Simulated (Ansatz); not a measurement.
Spectroscopic constants of SrF, multiplicity 2 (the spin of the measured ground state). No spin–orbit coupling.

Constants: fifth-degree fit in 1/R to seven points, most abundant isotopes. Runs in def2 and cc sets follow the lowest solution found near the PBE0 minimum.

Correlated levels freeze the inner cores; with def2 sets outer-core shells near the valence are correlated too.

The values were computed with Ansatz (Gaussian orbitals). Each number belongs to the level named beside it. In def2 rows elements past Kr take small-core potentials, without spin–orbit coupling.

Problem. What bond length and harmonic frequency does PBE0/def2-TZVPP give, and what D_e (from each atom's lowest state at the same level)?

Solution. r_e = 2.069 Å, ω_e = 502 cm⁻¹, D_e = 5.44 eV.

Problem. What bond length and harmonic frequency does wB97M-V/def2-TZVPP give, and what D_e (from each atom's lowest state at the same level)?

Solution. r_e = 2.085 Å, ω_e = 492 cm⁻¹, D_e = 5.30 eV.

Problem. What bond length and harmonic frequency does CCSD(T)/def2-QZVPP give, and what D_e (from each atom's lowest state at the same level)?

Solution. r_e = 2.087 Å, ω_e = 495 cm⁻¹, D_e = 5.38 eV.

Measured for the ground state: r_e 2.0754 Å [microwave values compiled in ACS Omega 2, 8373 (2017)]. dipole 3.4676 D [compilation of Liu, Meijer and Pérez-Ríos].

Ansatz is a program for electronic structure.
